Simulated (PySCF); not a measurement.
Run record: geometry optimisation, `[O]=[Fe](=[O])(=[O])=[O]`.

Computed with PBE0-D3(BJ)/def2-SVP geometry optimisation, gas phase (PySCF 2.14.0). Start geometry: GFN2-xTB. A driver script takes a list of jobs; this job's settings line and coordinates (Å) are shown.

Input:
```
{"job": {"xc": "PBE0", "basis": "def2-SVP", "d3": "d3bj", "grid": 1, "maxiter": 40, "kind": "geom"}, "charge": 0, "multiplicity": 1}
Fe    -0.000030    -0.000010    -0.000030
O      0.009710    -0.016450     1.463100
O      1.376450     0.009720    -0.496740
O     -0.696410     1.198220    -0.469680
O     -0.689710    -1.191480    -0.496660
```

Output:
```
step   0  E = -1563.35859363  max force = 0.129826
step   1  E = -1563.39780312  max force = 0.016088
step   2  E = -1563.39863053  max force = 0.003926
step   3  E = -1563.39868673  max force = 0.000291
step   4  E = -1563.39869258  max force = 0.000174
optimisation converged
```

Energies in Eh; «max force» is the largest Cartesian gradient component in Eh/bohr.

Question: How much energy does the optimisation release, in kJ/mol?

Answer: E(step 0) − E(last step) = 0.040099 Eh, which is 105.3 kJ/mol.

Question: Give the first gradient maximum in eV/Å.

Answer: With 1 Eh/bohr = 51.422 eV/Å, 6.676 eV/Å.

Main results: final energy -1563.39869 Eh after 4 steps; dipole 0.00 D.

Question: Estimate the wall time. Hardware: an Arm Neoverse N1 with one thread (shared host).

Answer: About 23 s.
Labels such as C1 count atoms from 1, the log's own numbers from 0.
